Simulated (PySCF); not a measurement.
How methods differ on the excitation energy of Cu²⁺

Cu²⁺ [Ar] 3d9 (2D) → Cu²⁺ [Ar] 3d8 4s1 (4F), as a difference of total energies. All numbers are calculated (PySCF 2.14, scalar relativity through the core potential, in aug-cc-pwCVDZ-PP with ECP10MDF (6s6p5d3f, 70 functions)). Correlated levels: valence: 3s2 3p6 frozen. The calculations carry no spin-orbit coupling.

| method | excitation energy (eV) |
| --- | --- |
| UHF | 5.803 |
| MP2 (valence) | 7.789 |
| SCS-MP2 (valence) | 7.739 |
| CCSD (valence) | 7.325 |
| CCSD(T) (valence) | 7.404 |

Question: How much does correlation contribute at CCSD(T) (valence)?

Answer: 7.404 − (5.803) = 1.601 eV, measured against UHF.
